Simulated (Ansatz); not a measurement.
Species: sum formula SiN3H6Cl, net charge 0, singlet state. 
Structure (B3LYP-D3(BJ)/def2-TZVP (Ansatz, a first-principles code) minimum search):
```
Si
N 1 1.7036
H 2 1.0067 1 119.06
H 2 1.0068 3 112.37 1 -152.40
N 1 1.7036 2 110.19 3 124.01
H 5 1.0066 1 119.06 2 1.60
H 5 1.0067 6 112.38 1 -152.47
N 1 1.7038 2 110.10 3 2.24
H 8 1.0067 1 118.98 2 124.17
H 8 1.0068 9 112.34 1 -152.12
Cl 1 2.1018 2 108.83 3 -116.92
```
Charge 0, spin multiplicity 1.

Basis-set convergence of Hartree-Fock and MP2 correlation energies (hartree) with Ansatz. Cores are frozen in the correlated levels unless marked. No spin-orbit coupling. No relativistic terms.

```json
[
 {"basis": "aug-cc-pV(D+d)Z", "functions": "187", "E(HF)": "-915.48413", "E(corr, MP2)": "-0.79759"},
 {"basis": "aug-cc-pV(T+d)Z", "functions": "386", "E(HF)": "-915.56096", "E(corr, MP2)": "-0.97301"},
 {"basis": "aug-cc-pV(Q+d)Z", "functions": "694", "E(HF)": "-915.57790", "E(corr, MP2)": "-1.03746"}
]
```

Extrapolating the two largest sets (X = 3 and 4) as X^-3: E(corr) = (64·(-1.03746) - 27·(-0.97301))/37 = -1.0845 Eh, an estimate of the basis-set limit. The largest set recovers 95.7 % of it, the smallest 73.5 %.
